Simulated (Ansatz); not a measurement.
```yaml
crystal:
  periodic: [false, false, false]
  atoms:
    - {symbol: B, position_ang: [-0.004092, 0.000080, -0.015138]}
    - {symbol: N, position_ang: [1.429803, -0.009715, -0.129648]}
    - {symbol: H, position_ang: [1.974050, -0.858274, 0.010122]}
    - {symbol: H, position_ang: [1.987410, 0.832324, -0.002858]}
    - {symbol: N, position_ang: [-0.726756, 1.243876, -0.084647]}
    - {symbol: H, position_ang: [-1.700542, 1.303707, 0.206600]}
    - {symbol: H, position_ang: [-0.251856, 2.142067, -0.018206]}
    - {symbol: N, position_ang: [-0.726161, -1.238921, 0.146988]}
    - {symbol: H, position_ang: [-0.264170, -2.130126, -0.028830]}
    - {symbol: H, position_ang: [-1.717676, -1.285018, -0.084385]}
basis:
  gaussian: {orbitals: "6-31++G**", final_grid: {core_spheres: 5, valence_spheres: 4, degree: 11}}
total_charge: -1
magnetization: {spin_polarized: true, initial_magnetization: 1}
hamiltonian: {xc: {name: wPBEh}}
scf: {omitted_lower_state_checks: [starts]}
```

```sh
$ ansatz run in.yaml --threads 2 --pin off --events-out ev --progress --plain --max-ram 4352MiB
```

Output, abridged:

```
Functional definition: wPBEh
1153 factors; their error is unknown
127 factors; integrals over basis functions are off by at most 9.3e-7 eV
mean field evaluation 1: about -5233.2863 eV, gradient 4.5e1 eV
mean field evaluation 2: about -5219.3256 eV, gradient 7.0e1 eV
mean field evaluation 4: about -5241.7205 eV, gradient 2.1e0 eV
mean field evaluation 8: about -5241.7669 eV, gradient 3.2e-1 eV
mean field evaluation 16: about -5241.7533 eV, gradient 3.1e-3 eV
mean field -5241.75329571 eV, -192.6308806294 hartree, gradient 2.7e-5 eV, S^2 0.750156; 0 other end points of the search recorded, 0 dependent functions left out
reference -5241.75334506 eV, -192.6308824428 hartree; 17, 16 occupied and 95, 96 virtual orbitals, 1153 factors
Total energy: -5241.75334506 eV, -192.6308824428 hartree
Checks for a lower state left out: starts
```

Run time 2.8 s (2 threads of Arm Neoverse V2 on a shared host).

The 6-31G sets use Cartesian d functions.
